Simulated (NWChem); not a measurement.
System: SiF3, doublet; SMILES F[Si](F)F

Here is an NWChem input.

```
start job
memory heap 200 mb stack 900 mb global 1100 mb
geometry units angstroms noautoz
  F      1.457838     0.352336    -0.204561
  Si     0.000000     0.000000     0.375737
  F     -1.034051     1.086357    -0.204561
  F     -0.423787    -1.438693    -0.204561
end
basis spherical
  * library 6-31g*
end
dft
  odft
  mult 2
  xc n12
  iterations 150
  mulliken
end
task dft energy
```

In the optimisation the excess spin sits in a (C3, its own frame). Coordinates come from a PBE0/def2-SVP, spin-unrestricted optimisation. No stability test was run on the SCF state.

Task: Predict the main results of this run. (N12/6-31G* (spherical d), spin-unrestricted.) Quantities: energy (Ha); highest occupied level (eV); lowest empty minus highest occupied level, either spin (eV); dipole (D); <S²>.

Result: 
| Quantity | Result |
|---|---|
| energy (Ha) | -588.96 |
| highest occupied level (eV) | -6.15 |
| lowest empty minus highest occupied level, either spin (eV) | 1.24 |
| dipole (D) | 1.13 |
| <S²> | 0.751 |
